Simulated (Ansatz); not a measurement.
Input and output for the cluster MoO2⁻ (the lowest doublet isomer of a short search).

```yaml
crystal:
  periodic: [false, false, false]
  atoms:
    - {symbol: Mo, position_ang: [-0.004101, 0.597346, -0.074891]}
    - {symbol: O, position_ang: [1.213588, -0.185916, 0.870439]}
    - {symbol: O, position_ang: [-1.209486, -0.411430, -0.795538]}
basis:
  gaussian: {orbitals: def2-SVPD, final_grid: {core_spheres: 8, valence_spheres: 7, degree: 23}}
total_charge: -1
magnetization: {spin_polarized: false, initial_magnetization: 1}
hamiltonian: {xc: {name: wPBEh}, pseudopotentials: {relativity: none}}
scf: {omitted_lower_state_checks: [starts]}
output: {forces: true}
```

```sh
$ ansatz run in.yaml --threads 4 --pin off --events-out ev --progress --plain --max-ram 3916MiB
```

Output, abridged:

```
Functional definition: wPBEh
  name "wPBEh"
  cite "Heyd, Scuseria & Ernzerhof, J. Chem. Phys. 118, 8207 (2003) doi:10.1063/1.1564060"
  cite "Krukau, Vydrov, Izmaylov & Scuseria, J. Chem. Phys. 125, 224106 (2006) doi:10.1063/1.2404663"
  cite "Heyd & Scuseria, J. Chem. Phys. 120, 7274 (2004) doi:10.1063/1.1668634"
  cite "Ernzerhof & Perdew, J. Chem. Phys. 109, 3313 (1998) doi:10.1063/1.476928"
  cite "Perdew, Burke & Ernzerhof, Phys. Rev. Lett. 77, 3865 (1996) doi:10.1103/PhysRevLett.77.3865"
  parent pbe
  parameter a = 0.25
  parameter omega = 0.11/bohr
  exchange = wpbe_x - a*pbe_x_sr(omega) + a*exact_x_sr(omega)
  correlation = pbe_c
these checks for a lower state are left out or cut short: starts
712 factors; their error is unknown
71 factors; integrals over basis functions are off by at most 6.0e-6 eV
mean field evaluation 1: about -5939.3315 eV, gradient 4.4e1 eV
mean field evaluation 2: about -5813.4118 eV, gradient 2.4e2 eV
mean field evaluation 4: about -5943.1648 eV, gradient 1.3e1 eV
mean field evaluation 8: about -5943.6744 eV, gradient 5.2e-2 eV
mean field evaluation 16: about -5943.7121 eV, gradient 4.5e-5 eV
mean field -5943.71208854 eV, -218.4273904612 hartree, gradient 1.9e-6 eV, S^2 0.750000; 0 other end points of the search recorded, 0 dependent functions left out
the calculation of the forces begins
reference -5943.71211943 eV, -218.4273915964 hartree; 16, 15 occupied and 64, 65 virtual orbitals, 712 factors
Total energy: -5943.71211943 eV, -218.4273915964 hartree
Atom 0 at    -0.004101     0.597346    -0.074891 Å, force     0.005530    -0.805493     0.100991 eV/Å
Atom 1 at     1.213588    -0.185916     0.870439 Å, force    -0.794023     0.329105    -0.594523 eV/Å
Atom 2 at    -1.209486    -0.411430    -0.795538 Å, force     0.788493     0.476388     0.493531 eV/Å
Dipole moment:    -0.001740     0.253381    -0.031769 e Å
Checks for a lower state left out: starts
```

Run time 1.2 s (4 threads of Arm Neoverse V1 on a shared host).

In the def2 sets Mo takes a core potential; there is no spin–orbit coupling.

With spin_polarized false and unpaired electrons the run is restricted open-shell.

The dipole of an ion depends on the origin.
